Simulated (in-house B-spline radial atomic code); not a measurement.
**PBEsol excitations of Ge²⁺**

Method: PBEsol. Computed with a B-spline radial code for spherical atoms: linear response of the closed shell [Ar] 3d10 4s2 with the functional's adiabatic kernel; non-relativistic, point nucleus, no spin-orbit coupling, no double excitations, S, P, D and F terms only; shells from n = 2 respond. Only terms of natural parity with L up to 3 were computed.

Without relativity these are model numbers for so heavy an element.

Command:
```bash
python run_td.py task.json out
```
Settings (radii: box in bohr, nucleus in fm):
```
Z                        32
electrons                30
configuration            [Ar] 3d10 4s2
hamiltonian              nr
method                   pbesol
box_radius               29.48
intervals                56
```

Cost of the run: 1.2 s on 1 thread of Intel(R) Xeon(R) Platinum 8488C (Sapphire Rapids), on a shared host.

The lowest states, in the order of their Tamm-Dancoff energies; the method's threshold (minus the highest occupied level) is 28.816 eV. Labels give the largest channel, * marks a mixed state, and oscillator strengths are full-response dipole values. Semilocal kernels can invert the small singlet-triplet splittings of Rydberg terms. Energies in eV:

| state | full response | Tamm-Dancoff | oscillator strength |
| --- | --- | --- | --- |
| 4s → 4p 3P | ? | ? | - |
| 4s → 4p 1P | 11.151 | 11.644 | 1.63 |
| 4s → 5s 3S | 18.937 | 18.943 | - |
| 4s → 4d 3D | 19.035 | 19.069 | - |
| 4s → 5s 1S | 19.534 | 19.557 | - |
| 4s → 4d 1D | 19.699 | 19.710 | - |
| 4s → 5p 3P | 21.349 | 21.357 | - |
| 4s → 5p 1P | 21.678 | 21.726 | 0.003 |
| 4s → 6s 3S | 24.219 | 24.220 | - |
| 4s → 6s 1S | 24.358 | 24.364 | - |
| 4s → 5d 3D | ? | ? | - |
| 4s → 5d 1D | 24.641 | 24.644 | - |
| 4s → 4f 3F | 24.706 | 24.711 | - |
| 4s → 4f 1F | 24.732 | 24.734 | - |

Where does 4s → 5d 3D lie?

At 24.491 eV in full response, 24.498 eV in Tamm-Dancoff.

Where does 4s → 4p 3P lie?

At 7.460 eV in full response, 7.618 eV in Tamm-Dancoff.

How large is the singlet-triplet splitting of 4s → 4p (P terms) in Tamm-Dancoff?

4.03 eV, from the unrounded values.

What polarisabilities and dispersion coefficient does the method give?

Dipole 10.85 bohr³, quadrupole 32.55 bohr⁵, C6 42.67 hartree·bohr⁶ for two such species.
